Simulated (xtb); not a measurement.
Hf(OH)4 (H₄HfO₄), SMILES [Hf]([OH])([OH])([OH])[OH], multiplicity 1. All values are semi-empirical tight-binding results from xtb (GFN2-xTB unless named), good for trends rather than for accurate numbers. Coordinates come from a GFN2-xTB optimisation. The spin state was assumed, not searched. The isomer is the one that the SMILES or the coordinates give; other isomers of the formula were not compared. Other conformers were not sampled.

For metal compounds this method's bond lengths and energies can be far off.

```
Item                                          Result
-------------------------------------  -------------
point group as xtb finds it                       S4
orbital gap                                  4.89 eV
zero-point energy                      28.4 kcal/mol
G − E(el) at 298.15 K (modified RRHO)   6.6 kcal/mol
```
